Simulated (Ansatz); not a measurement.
Stretching the Al1–H2 bond in AlH5Si (SMILES [AlH2][SiH3]) (multiplicity 1 held, fragments rigid). Energies count from the point at 1.583 Å.
Geometry at that point (charge 0, multiplicity 1):
```xyz
7

Al     0.03395    -0.60451    -1.15928
H     -1.28812    -0.73734    -2.02063
H      1.38584    -1.18781    -1.74138
Si    -0.02792     0.52763     1.02391
H     -0.03927     2.00389     0.82697
H      1.14506     0.20807     1.87836
H     -1.25391     0.18491     1.79249
```

Restricted levels (R-, RO-) in cc, def2 and unpolarised 6-31G sets keep to the state of the molecule at rest. Active spaces are followed from a long bond inwards. Curves can end on different states.

Frozen-core correlation.

Codes used: Ansatz (a first-principles code). Each number belongs to the level named beside it.

Energies in kcal/mol.

| R (Å) | R-HF/cc-pV(D+d)Z | R-CCSD/cc-pV(D+d)Z | R-CCSDT/cc-pV(D+d)Z | CASSCF(2,2)/cc-pV(D+d)Z | FIC-MRCISD on CASSCF(2,2)/cc-pV(D+d)Z | FIC-MRCISD+Q on CASSCF(2,2)/cc-pV(D+d)Z |
|---|---|---|---|---|---|---|
| 1.267 | 25.1 | 24.6 | 24.7 | 26.5 | 24.8 | 24.7 |
| 1.425 | 5.0 | 4.9 | 5.0 | 6.0 | 5.0 | 4.9 |
| 1.583 | 0.0 | 0.0 | 0.0 | 0.0 | 0.0 | 0.0 |
| 1.742 | 3.3 | 3.1 | 3.0 | 2.0 | 2.9 | 3.0 |
| 1.900 | 11.1 | 10.4 | 10.2 | 8.1 | 10.0 | 10.2 |
| 2.138 | 26.5 | 24.5 | 24.0 | 20.4 | 23.6 | 24.0 |
| 2.375 | 43.1 | 38.9 | 38.1 | 33.2 | 37.5 | 38.1 |
| 2.771 | 69.2 | 59.3 | 57.5 | 51.4 | 56.9 | 57.5 |
| 3.167 | 91.5 | 73.4 | 70.3 | ? | 69.6 | 70.2 |
| 3.642 | 113.1 | 82.9 | 78.1 | ? | 77.4 | 77.9 |
| 4.275 | 134.7 | 87.9 | 81.6 | ? | 80.7 | 81.3 |
| 5.067 | 152.9 | 89.7 | 82.4 | 75.3 | 81.6 | 82.1 |

Problem. What belongs in the gaps?

Solution. 
- 3.642, CASSCF(2,2)/cc-pV(D+d)Z: 71.2
- 4.275, CASSCF(2,2)/cc-pV(D+d)Z: 74.5
- 3.167, CASSCF(2,2)/cc-pV(D+d)Z: 63.6

Doubts at one or more of the structures used: a restricted determinant that unrestricted orbitals would lower (R-HF/cc-pV(D+d)Z, R-CCSD/cc-pV(D+d)Z, R-CCSDT/cc-pV(D+d)Z); other coupled-cluster roots lie near (R-CCSD/cc-pV(D+d)Z, R-CCSDT/cc-pV(D+d)Z); T1 above 0.05 (R-CCSD/cc-pV(D+d)Z, R-CCSDT/cc-pV(D+d)Z).
